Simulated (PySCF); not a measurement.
# A search over the determinants of GeBi

Unrestricted PBE0; basis Ge cc-pVDZ-PP with ECP10, Bi cc-pVDZ-PP with ECP60; scalar-relativistic core potentials; PySCF 2.14. Outer shells of the fragments: Ge 3d10 4s2 4p2; Bi 5d10 6s2 6p3.

Followed along the bond (rough minima from three points):

```json
{"2Ms+1": "2", "unpaired": "π ↑", "⟨S²⟩ at the start": "0.82", "R at minimum (Å)": "2.53", "Te (eV)": "0.00"}
{"2Ms+1": "2", "unpaired": "σ ↑", "⟨S²⟩ at the start": "1.06", "R at minimum (Å)": "2.42", "Te (eV)": "0.33"}
{"2Ms+1": "4", "unpaired": "σ ↑, π ↑↑", "⟨S²⟩ at the start": "3.76", "R at minimum (Å)": "2.66", "Te (eV)": "1.47"}
{"2Ms+1": "4", "unpaired": "π ↑↑↑", "⟨S²⟩ at the start": "3.76", "R at minimum (Å)": "none in the scan", "Te (eV)": "≤ 0.95"}
{"2Ms+1": "2", "unpaired": "π ↑↑↓", "⟨S²⟩ at the start": "1.76", "R at minimum (Å)": "none in the scan", "Te (eV)": "≤ 1.29"}
```

Solutions found at the starting distance of 2.620 Å, counted from the lowest of them; the search is not exhaustive and high or unbound solutions are not listed, so other states can lie among these:

```
2Ms+1     unpaired   term  E (eV)  ⟨S²⟩  ⟨Lz²⟩  μ (D)
    2          π ↑     ²Π    0.00  0.82   1.00  -0.16
    2          σ ↑  mixed    0.54  1.06   0.00  -0.05
    4        π ↑↑↑     ⁴Π    1.06  3.76   1.00   0.74
    2        π ↑↑↓  mixed    1.41  1.76   3.01   0.72
    4    σ ↑, π ↑↑  mixed    1.45  3.76   2.01   0.37
    2    σ ↓, π ↑↑  mixed    1.87  1.76   2.01   0.44
    4    σ ↑, π ↑↑  mixed    1.90  3.75   2.00  -0.01
    6  σ ↑, π ↑↑↑↑    ⁶Σ⁺    2.29  8.75   0.00   2.48
    2    σ ↓, π ↑↑  mixed    2.33  1.76   2.00   0.06
    2          π ↑  mixed    2.47  0.75   3.01   0.68
```

A term symbol is given only where ⟨S²⟩ and ⟨Lz²⟩ are close to those of a pure state; real π, δ and φ orbitals otherwise mix terms. A positive dipole means Ge(−)Bi(+).

Task: Compare the gap between the two lowest followed solutions at the starting distance with the gap between their minima.

Result: At PBE0 the second solution (Ms = 0.5 of mixed spin, unpaired electrons σ ↑) lies +0.54 eV from the first (doublet, unpaired electrons π ↑) at 2.620 Å and +0.33 eV at the minima; the two curves relax by different amounts, since their minima lie near 2.42 and 2.53 Å.

Spin–orbit coupling is left out, which matters for elements this heavy, above all for dissociation energies. Counting both spins, an empty level lies below a filled one in some of these solutions, because spin and occupation are held.
